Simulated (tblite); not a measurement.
C4H14NOPSi2.
Geometry (GFN2-xTB, Å), atoms numbered from 1 in this order:
```
atom  x, y, z in Å
C1     3.0719    0.4276   -0.5858
C2     1.9839    0.0366    0.3979
C3     0.8920    1.1065    0.6335
P4    -0.3206   -0.2719    0.8229
O5    -0.6382   -0.7177    2.1819
N6    -1.6511   -0.0683   -0.1876
Si7   -2.3520   -1.5959   -0.6575
Si8   -2.5809    1.3568    0.1968
C9     1.0609   -1.1145   -0.0647
H10    2.6387    0.6878   -1.5500
H11    3.6291    1.2860   -0.2155
H12    3.7667   -0.3975   -0.7304
H13    2.4321   -0.2316    1.3586
H14    1.0532    1.7600    1.4887
H15    0.7227    1.7016   -0.2622
H16   -2.9627   -2.3109    0.4617
H17   -1.2636   -2.3871   -1.2371
H18   -3.3407   -1.2169   -1.6627
H19   -3.2539    1.2681    1.4918
H20   -3.5353    1.4444   -0.9053
H21   -1.6396    2.4793    0.1889
H22    1.3513   -2.1100    0.2649
H23    0.9313   -1.1055   -1.1458
```

Calculated harmonic vibrations of the isolated species, GFN2-xTB (tblite), most abundant isotopes, no scaling. Errors from tens to a few hundred cm⁻¹ against measured bands are possible. Modes of hydrogen on silicon can be 10 to 20 % off. One conformer, not necessarily the lowest.

Harmonic wavenumbers (cm⁻¹): 44.5, 58.7, 74.3, 83.2, 128.0, 139.8, 181.3, 194.9, 224.9, 252.0, 275.1, 310.8, 381.3, 427.1, 467.8, 551.8, 570.7, 594.9, 612.8, 617.1, 706.1, 733.4, 736.0, 746.0, 754.6, 768.5, 784.6, 801.2, 818.3, 846.7, 889.6, 930.5, 952.2, 977.0, 979.5, 997.1, 1106.9, 1108.3, 1173.5, 1177.5, 1198.2, 1275.0, 1278.8, 1316.3, 1410.7, 1426.9, 1434.4, 1496.7, 1497.8, 2243.5, 2248.8, 2267.8, 2277.2, 2284.8, 2300.8, 2949.9, 2992.0, 2994.9, 2998.7, 3001.5, 3024.5, 3027.9, 3033.0.

A = 1569, B = 688.6, C = 616.7 MHz; mass 179.035 u (most abundant isotopes); point group Cs, symmetry number 1.

Question: What is the zero-point energy?

Answer: Half the sum of the wavenumbers: 37079 cm⁻¹ = 106.02 kcal/mol.

Question: What is S at 298.15 K and 1 bar for an ideal gas of classical rigid rotors and harmonic oscillators?

Answer: Translation 41.48, rotation 30.56, vibration 42.69: S = 114.7 cal/(mol K).

Question: And Cp and H(298.15 K) − H(0)?

Answer: Cp = 51.59 cal/(mol K), of which vibrations give 43.64 (their classical limit is 63 R = 125.2); H(298.15 K) − H(0) = 9.02 kcal/mol without the zero-point energy, 6.65 from vibrations.

Question: What must be added to the electronic energy to get the Gibbs energy at 298.15 K and 1 bar?

Answer: ZPE + [H(298.15 K) − H(0)] − T·S = 106.02 + 9.02 − 34.21 = 80.83 kcal/mol.

Question: How do the functions run with temperature in this model?

Answer: 
| T (K) | S (cal/(mol K)) | Cp (cal/(mol K)) | H − H(0) (kcal/mol) | G − H(0) (kcal/mol) | ln q(vib) |
| --- | --- | --- | --- | --- | --- |
| 100 | 76.4 | 23.9 | 1.57 | -6.07 | 2.65 |
| 200 | 97.1 | 37.6 | 4.64 | -14.78 | 6.54 |
| 300 | 115.0 | 51.8 | 9.12 | -25.40 | 10.33 |
| 500 | 147.2 | 74.4 | 21.90 | -51.71 | 17.72 |
| 800 | 187.1 | 94.9 | 47.60 | -102.08 | 28.01 |
| 1000 | 209.3 | 103.7 | 67.51 | -141.77 | 34.25 |

q(vib) and H(0) count from the zero-point level.

Question: Blend soft modes into free rotors: weight 1/[1 + (100 cm⁻¹/ν̃)⁴] for the oscillator and the rest for a rotor with moment μB/(μ + B), μ = h/(8π²ν), B = 10⁻⁴⁴ kg m². What vibrational entropy results?

Answer: 39.02 cal/(mol K) in place of 42.69, which changes −T·S at 298.15 K by +1.09 kcal/mol.

Question: Which modes carry the vibrational entropy at 298.15 K?

Answer: 44.5 cm⁻¹: 5.05; 58.7 cm⁻¹: 4.50; 74.3 cm⁻¹: 4.04; 83.2 cm⁻¹: 3.81; 128.0 cm⁻¹: 2.98; 139.8 cm⁻¹: 2.81 cal/(mol K); the other 57 give 19.51 together.

Hindered rotation and anharmonicity are outside this model. Other conformers, if any are populated, would add a mixing term that is left out.

Run on Arm Neoverse V1, one thread, shared host. This covers the Hessian and the dipole derivatives.
